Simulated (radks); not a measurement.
Isoelectronic series with 8 electrons, each ion in its NIST ground configuration. Method: scalar-relativistic Kohn-Sham, PBE, spin-polarised, spherical densities, point nucleus; open shells are filled with parallel spins first (spin-orbit coupling, left out, can overturn this in heavy ions); computed with a radial shooting solver on a logarithmic mesh with Libxc functionals. Total energies (hartree) and orbital eigenvalues (hartree):

ion    configuration  E (hartree)    2p down      2p up
O       [He] 2s2 2p4    -75.05760   -0.26407   -0.37571
Al5+    [He] 2s2 2p4   -230.62910   -6.31840   -6.59284
Ar10+   [He] 2s2 2p4   -474.78026  -18.72474  -19.15945
V15+    [He] 2s2 2p4   -808.37078  -37.44947  -38.04439
Ni20+   [He] 2s2 2p4  -1232.69013  -62.52802  -63.28358
As25+   [He] 2s2 2p4  -1749.42064  -94.01743  -94.93434
Sr30+   [He] 2s2 2p4  -2360.66259  -131.9914  -133.0706
Tc35+   [He] 2s2 2p4  -3068.97615  -176.5393  -177.7820
Cd40+   [He] 2s2 2p4  -3877.43797  -227.7661  -229.1736
I45+    [He] 2s2 2p4  -4789.71490  -285.7926  -287.3664
Ce50+   [He] 2s2 2p4   -5810.1599  -350.7557  -352.4975
Eu55+   [He] 2s2 2p4   -6943.9374  -422.8093  -424.7211
Er60+   [He] 2s2 2p4   -8197.1878  -502.1246  -504.2087
Ta65+   [He] 2s2 2p4   -9577.2483  -588.8914  -591.1502
Pt70+   [He] 2s2 2p4  -11092.9527  -683.3187  -685.7549
